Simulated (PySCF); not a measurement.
**Spinor energies of Ru (ruthenium, neutral)**

Start: [Kr] 4d7 5p1; 4d3/2 filled at m_j = +1/2, +3/2; 4d5/2 filled at m_j = -3/2, -1/2, +1/2, +3/2, +5/2; 5p3/2 filled at m_j = +3/2. Calculated with PySCF 2.14 in x2c-SVPall-2c with one added diffuse shell each of s, p, d type (7s9p7d1f, 76 functions): generalised Hartree-Fock with the X2C-1e Hamiltonian and a Gaussian nucleus; one run each with spin-orbit coupling (SO) switched off, then screened by Boettger's factors. This is a chosen level, not necessarily the ground level.

| spinor shell | electrons | ε, spin-free (eV) | ε, screened SO (eV) | weight of nominal j (screened SO) | rms radius, screened SO (bohr) |
| --- | --- | --- | --- | --- | --- |
| 1s1/2 | 2 | -22232.8 | -22231.7 | 1.000 | 0.0384 |
| 2s1/2 | 2 | -3276.5 | -3276.4 | 1.000 | 0.158 |
| 2p1/2 | 2 | -2928.8 | -3019.7 | 1.000 | 0.137 |
| 2p3/2 | 4 | -2928.8 | -2886.7 | 1.000 | 0.142 |
| 3s1/2 | 2 | -612.36 | -612.48 | 1.000 | 0.428 |
| 3p1/2 | 2 | -494.85 | -511.04 | 1.000 | 0.425 |
| 3p3/2 | 4 | -494.85 | -487.55 | 1.000 | 0.436 |
| 3d3/2 | 4 | -305.86 | -308.90 | 0.991 | 0.417 |
| 3d5/2 | 6 | -305.86 | -304.09 | 0.994 | 0.420 |
| 4s1/2 | 2 | -95.399 | -95.582 | 1.000 | 1.09 |
| 4p1/2 | 2 | -60.184 | -64.781 | 0.803 | 1.21 |
| 4p3/2 | 4 | -60.184 | -58.215 | 0.901 | 1.22 |
| 4d5/2 | 5 | -12.680 | -13.610 | 0.557 | 1.78 |
| 4d3/2 | 2 | -12.680 | -10.911 | 0.613 | 1.90 |
| 5p3/2 | 1 | -3.308 | -3.353 | 1.000 | 5.71 |

```csv
quantity,spin-free,screened SO
E (hartree),-4527.15647,-4527.77990
M_J,6,6
⟨J²⟩,42.012,42.019
⟨L²⟩,20.010,19.574
⟨S²⟩,6.002,6.368
```

Each row is a mean over spinors that exchange with the open shell spreads, by up to 7.888 eV (4p3/2).

Rows whose weight is well below 1 are mixtures of j = l ± 1/2: exchange outweighs spin-orbit coupling there, and the label is only the starting occupation.

Breit and QED terms are absent; they matter most for the inner s and p1/2 levels.

Densities and radii are taken from the X2C orbitals without a picture-change correction, which distorts them close to the nucleus.

Without spin-orbit coupling the j labels of p, d and f shells carry no meaning; the spin-free column gives the mean over the occupied spinors of each nl shell.
